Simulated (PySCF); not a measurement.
Ranking problems on computed properties.

Each SMILES stands for a single optimised conformer of the isolated species, non-relativistic unless stated. Electronic properties by PySCF.

The conformers computed, where there is a choice (atom-mapped SMILES and torsion angles):
- `[CH3:1][O:2][C:3]1=[C:4]([CH3:5])[SiH2:6][SiH2:7]1`: C1–O2–C3–C4 180°
- `[H]/[N:4]=[CH:3]\[C:2](=[CH2:1])[SiH:5]([Cl:6])[Cl:7]`: C1–C2–C3–N4 178°, C1–C2–Si5–Cl6 5°
- `[CH:1]#[C:2]/[C:3](=[CH:4]\[F:5])[CH2:6][CH3:7]`: C2–C3–C6–C7 71°
- `[CH2:1]=[C:2]([C:3]#[C:4][CH3:5])[CH2:6][F:7]`: C1–C2–C6–F7 0°
- `[CH3:1]/[C:2](=[CH:3]/[O:4][SiH3:5])[CH2:6][F:7]`: C2–C3–O4–Si5 166°, C1–C2–C6–F7 53°
- `[CH3:1][O:2][C@@H:3]1[C@@H:4]([F:5])[C@@H:6]1[SiH3:7]`: C1–O2–C3–C4 156°
- `[CH3:1][CH2:2][O:3]/[CH:4]=[CH:5]\[SiH2:6][F:7]`: C1–C2–O3–C4 -176°, C2–O3–C4–C5 -176°, C4–C5–Si6–F7 175°
- `[CH2:1]=[CH:2][O:3][SiH3:4]`: C1–C2–O3–Si4 0°

The conformers of `FC1=CC[C@@H]2C[C@H]12` aren't listed.

Question: Rank by static isotropic polarisability, lowest first (PBE0/def2-SVPD at GFN2-xTB geometries).
A. `C1(OC)[SiH2][SiH2]C=1C`
B. `[H]/N=C\C(=C)[SiH](Cl)Cl`
C. `C=C(C#CC)CF`
D. `C/C(=C/O[SiH3])CF`
E. `C#C/C(=C\F)CC`
F. `FC1=CC[C@@H]2C[C@H]12`

Answer: F (63.7 au), E (72.9 au), C (76.3 au), D (82.2 au), B (94.0 au), A (109.5 au).

Question: Give the two extremes of that set as polarisability volumes in Å³.

Answer: `FC1=CC[C@@H]2C[C@H]12`: 9.43 Å³; `COC1=C(C)[SiH2][SiH2]1`: 16.23 Å³.

Question: Rank by lowest singlet excitation, highest first (TDDFT PBE0/def2-SVPD at GFN2-xTB geometries).
A. `[SiH3]O/C=C(/C)CF`
B. `C(C)#CC(=C)CF`
C. `FC1=CC[C@@H]2C[C@H]12`
D. `CO[C@@H]1[C@@H](F)[C@@H]1[SiH3]`
E. `[H]/N=C\C(=C)[SiH](Cl)Cl`

Answer: D (7.00 eV), C (6.45 eV), A (5.52 eV), B (5.41 eV), E (4.32 eV).

Question: Rank by lowest triplet excitation (Tamm–Dancoff), highest first (TDA PBE0/def2-SVPD at GFN2-xTB geometries).
A. `[C@@H]1([C@H]([SiH3])[C@@H]1OC)F`
B. `COC1=C(C)[SiH2][SiH2]1`
C. `FC1=CC[C@@H]2C[C@H]12`
D. `C=C(C#CC)CF`

Answer: A (6.82 eV), C (4.22 eV), B (4.00 eV), D (3.50 eV).

Question: Give the two extremes of that set in kJ/mol.

Answer: `C=C(C#CC)CF`: 337 kJ/mol; `CO[C@@H]1[C@@H](F)[C@@H]1[SiH3]`: 658 kJ/mol.

Question: Rank by smallest rotational constant, highest first (GFN2-xTB).
A. `CCO/C=C\[SiH2]F`
B. `C=CO[SiH3]`
C. `C(=C\F)(/CC)C#C`
D. `N#Cc1cccc[n+]1[O-]`
E. `COC1=C(C)[SiH2][SiH2]1`

Answer: B (3.109 GHz), C (1.400 GHz), D (1.060 GHz), E (0.958 GHz), A (0.740 GHz).

Question: Give the two extremes of that set in cm⁻¹.

Answer: `CCO/C=C\[SiH2]F`: 0.0247 cm⁻¹; `C=CO[SiH3]`: 0.1037 cm⁻¹.

Question: Rank by HOMO energy, lowest first (PBE0/def2-SVPD at GFN2-xTB geometries).
A. `[H]/N=C\C(=C)[SiH](Cl)Cl`
B. `FC1=CC[C@@H]2C[C@H]12`
C. `CO[C@@H]1[C@@H](F)[C@@H]1[SiH3]`
D. `FCC(=C)C#CC`
E. `COC1=C(C)[SiH2][SiH2]1`

Answer: A (-7.82 eV), C (-7.62 eV), D (-6.88 eV), B (-6.69 eV), E (-6.58 eV).

Question: Rank by HOMO–LUMO gap, lowest first (PBE0/def2-SVPD at GFN2-xTB geometries).
A. `COC1=C(C)[SiH2][SiH2]1`
B. `C/C(=C/O[SiH3])CF`
C. `FC1[C@@H]2[C@@H](C2)CC=1`
D. `C=C(C#CC)CF`
E. `CO[C@@H]1[C@@H](F)[C@@H]1[SiH3]`
F. `[H]/N=C\C(=C)[SiH](Cl)Cl`

Answer: F (5.91 eV), D (6.21 eV), A (6.50 eV), B (6.66 eV), C (7.21 eV), E (8.14 eV).
